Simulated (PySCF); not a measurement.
MoH4, SMILES [MoH4] (connectivity only; charge and spin as stated), neutral, multiplicity 3.

Geometry: B3LYP-D3(BJ)/def2-TZVPD. The multiplicity is an assumed one; other spin states were not compared. The def2 effective core potentials stand for the cores of Mo; spin–orbit coupling is left out.

The numbers are results of PBE/def2-TZVPD (PySCF), not measurements.

Isolated molecule, no solvent.

```yaml
total_energy: -70.51039 hartree
point_group: Td
"α spin, highest occupied and lowest empty level": -5.62 and -3.04 eV
"β spin, highest occupied and lowest empty level": -7.79 and -3.49 eV
dipole_moment: 0.00 D
quadrupole, principal values (traceless, Buckingham form, about the centre of nuclear charge): 0.00, 0.00, 0.00 D·Å
mean_static_polarisability: 52.4 bohr³ (7.77 Å³)
polarisability_principal_values: 52.4, 52.4, 52.4 bohr³
"⟨S²⟩": 2.022 (pure state 2.00)
```
